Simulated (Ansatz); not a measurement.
```yaml
crystal:
  periodic: [false, false, false]
  atoms:
    - {symbol: F, position_ang: [-1.232040, -0.212214, 1.470199]}
    - {symbol: C, position_ang: [-0.157136, 0.241937, 0.764832]}
    - {symbol: B, position_ang: [0.964921, -0.198139, -0.224584]}
    - {symbol: C, position_ang: [-0.365673, 0.039855, -0.498680]}
    - {symbol: F, position_ang: [-0.378876, 1.427845, -1.687546]}
    - {symbol: H, position_ang: [0.038384, 1.198800, 1.178189]}
    - {symbol: H, position_ang: [2.217366, -0.851482, -0.321329]}
    - {symbol: H, position_ang: [-0.986070, -0.507617, -0.895036]}
basis:
  gaussian: {orbitals: "6-31G*"}
magnetization: {spin_polarized: true, initial_magnetization: 1}
hamiltonian: {xc: {name: B97M-V}}
output: {forces: true}
```

```sh
$ ansatz run in.yaml --threads 2 --pin off --events-out ev --progress --plain --max-ram 4352MiB
```

Task: How does Ansatz answer? (An estimate is asked.)

Result: The calculation gave: The program refused the input.
```
Error: a molecule whose nuclei and cores have a total charge of 38 cannot have a net charge of 0 together with 1 unpaired electrons
```
